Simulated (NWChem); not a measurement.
System: SnCl$_{3}$ anion; SMILES [Cl][Sn-]([Cl])[Cl]

Results from NWChem. Sets without diffuse functions describe the anion's extra electron poorly. The level has its own optimisation.

Task: What does the run give for Hartree-Fock/3-21G (all-electron, non-relativistic)? Quantities: r Cl–Sn (Å).

Result: The r Cl–Sn (Å) is 2.551.
